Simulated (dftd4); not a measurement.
BiCl$_{2}$, doublet, geometry from GFN2-xTB (such geometries of metal compounds can be far from the true shape) (the spin is typed, not shown lowest); D4 for revpbe (dftd4).

Input for dftd4:
```
$ dftd4 mol.xyz --func revpbe --charge 0 --json dftd4.json --noedisp --grad

# file mol.xyz
3

Bi     0.31935808    -0.02910973     0.37116121
Cl     0.59421202     0.41454246    -2.06120785
Cl    -2.15343088    -0.27241847     0.24906782
```

The log (banner, timings and long lists left out):

```
                    ____  _____ _____     ____  _  _
      -------------|  _ \|  ___|_   _|---|  _ \| || |------------
     |             | | | | |_    | | ___ | | | | || |_           |
     |             | |_| |  _|   | ||___|| |_| |__   _|          |
     |             |____/|_|     |_|     |____/   |_|            |
     |             ===================================           |
     |            E. Caldeweyher, S. Ehlert & S. Grimme          |
     |          Mulliken Center for Theoretical Chemistry        |
     |                    University of Bonn                     |
      -----------------------------------------------------------

Rational (Becke-Johnson) damping: revpbe-D4-ATM
---------------------
  s6         1.0000
  s8         1.7468
  s9         1.0000
  a1         0.5363
  a2         3.0726
 alp        16.0000
--------------------

Dispersion energy:      -8.1619017769444E-03 Eh

Gradient norm:           1.4439701554969E-03 Eh/a0
--------------------------------------------------
     #    Z           dE/dx      dE/dy      dE/dz
--------------------------------------------------
     1   83 Bi    1.265E-04 -1.153E-05  1.471E-04
     2   17 Cl    6.938E-04  1.950E-04 -7.101E-04
     3   17 Cl   -8.203E-04 -1.835E-04  5.630E-04
--------------------------------------------------

Virial:
--------------------------------------------------
      component           x          y          z
--------------------------------------------------
          x       4.194E-03  9.589E-04 -3.000E-03
          y       9.589E-04  2.479E-04 -8.542E-04
          z      -3.000E-03 -8.542E-04  3.134E-03
--------------------------------------------------

[Info] Dispersion results written to 'dftd4.txt'
[Info] JSON dump of results written to 'dftd4.json'
```
